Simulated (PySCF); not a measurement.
The first ionisation energy along the 4p block

All values are computed (PySCF 2.14, energy differences of UHF-based or UKS calculations, no spin-orbit coupling). Values in eV. The last column holds reference values (NIST; (s) semi-empirical, (t) theoretical, else measured). Unmarked ones compare directly (S terms, centres of terms, or small fine structure); those marked * lie between the lowest fine-structure levels and include a spin-orbit shift.

| element | configurations | UHF | MP2 (valence) | SCS-MP2 (valence) | CCSD (valence) | CCSD(T) (valence) | reference |
| --- | --- | --- | --- | --- | --- | --- | --- |
| Ge (x2c-SVPall, spin-free X2C) | [Ar] 3d10 4s2 4p2 → [Ar] 3d10 4s2 4p1 | 7.413 | 7.652 | 7.588 | 7.671 | 7.680 | 7.925 |
| Se (x2c-SVPall, spin-free X2C) | [Ar] 3d10 4s2 4p4 → [Ar] 3d10 4s2 4p3 | 8.521 | 8.936 | 8.963 | 8.959 | 8.967 | 9.635 |
| Br (x2c-SVPall, spin-free X2C) | [Ar] 3d10 4s2 4p5 → [Ar] 3d10 4s2 4p4 | 10.763 | 11.322 | 11.304 | 11.282 | 11.287 | 11.844 |
| Kr (x2c-SVPall, spin-free X2C) | [Kr] → [Ar] 3d10 4s2 4p5 | 13.151 | 13.838 | 13.761 | 13.723 | 13.727 | 14.222 |

```
           method  elements  mean error (eV)  mean absolute error (eV)  largest error (eV)
              UHF         4           -0.944                     0.944              -1.114
    MP2 (valence)         4           -0.470                     0.470              -0.699
SCS-MP2 (valence)         4           -0.502                     0.502              -0.672
   CCSD (valence)         4           -0.498                     0.498              -0.677
CCSD(T) (valence)         4           -0.491                     0.491              -0.668
```

Errors include the incompleteness of the basis and the frozen core.

"Valence" correlates the outer s and p shells and, in groups 3 to 12 and the f block, the outer d or f shell, open or full, or the next shell where the ion has no valence electron left; the wider scheme adds the next inner shell.
